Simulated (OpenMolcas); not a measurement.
# d8 ions of charge +2 down a group with 4 chloride ligands in tetrahedral coordination

```
Program             : OpenMolcas
Method              : SS-CASPT2, IPEA 0.25 Eh, imaginary shift 0.1 Eh
Spin-orbit coupling : RASSI with atomic mean-field integrals over the reference wave functions
```

The d shell is active; CASPT2 correlates the ligand valence shells and the outer metal core. Anionic complexes are neutralised by point charges behind the ligands. Distances were set from a Shannon-type radius of the metal (high-spin where two are listed) plus a fixed donor radius (Cl 1.76 Å). Ligand basis ANO-RCC-VDZP, DKH2 Hamiltonian. States (labels of Td). Energies in cm-1 above the lowest state or level, χT in cm3 K/mol; under a threefold ground state the first gap can be a small split of the lowest multiplet, not the spin-orbit step. Spin-only χT is S(S+1) / 2 for the spin of the ground state.

```json
{"Ion": "Ni2+", "Shell": "3d8", "R (Å)": "2.31", "Metal basis": "ANO-RCC-VDZP", "Outer charge (e at Å behind ligand)": "0.5 at 3.2", "Ground state": "3T1", "First state of that spin": "3T2 1430", "First gap with spin-orbit (degeneracies)": "280 (1, 3)", "χT at 300 K": "2.866", "First state of another spin": "1T2 10580", "Spin-only χT": "1.000"}
{"Ion": "Pd2+", "Shell": "4d8", "R (Å)": "2.4", "Metal basis": "ANO-RCC-VDZP", "Outer charge (e at Å behind ligand)": "0.5 at 2.6", "Ground state": "3T1", "First state of that spin": "3T2 5090", "First gap with spin-orbit (degeneracies)": "720 (1, 3)", "χT at 300 K": "1.557", "First state of another spin": "1T2 5380", "Spin-only χT": "1.000"}
```

The rows also differ in their outer charges, so part of each step comes from that.

Every ion keeps the highest spin of its shell. χT departs most from the spin-only value for Ni2+, by +1.866 cm3 K/mol.

Roots that are degenerate in the reference are averaged as groups; the widest CASPT2 spread within a group is 1000 cm-1 (the 3-fold group of multiplicity 1 near 15300 cm-1 above the lowest state of its run, Pd2+). Shifts and gaps below about the spread of the groups concerned are not significant. Over all roots computed the reference weight is 0.72 to 0.74 in Ni2+, 0.70 to 0.73 in Pd2+; a low but even weight reflects the number of correlated electrons. An orbital triplet at a regular site is open to Jahn-Teller coupling, which can distort the site and quench the lowest spin-orbit gaps and is left out. Ligand-to-metal charge-transfer states are missing. A single d shell leaves out the double-shell effect, which counts most for late 3d ions, where the CASPT2 field can be off either way by tens of per cent (holds for Ni2+). These CASPT2 states fit no ligand-field parameters well, so their order and spin gaps are uncertain (holds for Ni2+). For late 3d ions with one d shell CASPT2 can put B and the spin-flip bands somewhat low as well as high (holds for Ni2+). With one d shell and no ligand orbital active, 10Dq can be off by tens of per cent for divalent 3d ions, low with halides held by bare charges and at times high in hosts (holds for Ni2+). Free-ion shares, where given, are those of the reference states; single-state CASPT2 does not remix them (holds for Ni2+). Real 4d8 and 5d8 ions are as a rule square planar and diamagnetic (holds for Pd2+). With no ligand orbital active B as a rule stays too high, so bands that hang on it stand too high and its fall with covalency is understated (holds for Pd2+). With one d shell and no ligand orbital active, 10Dq can be off by a tenth or more (holds for Pd2+). No measured value stands beside these numbers; the geometry was imposed, not optimised, and the real ion may take another.
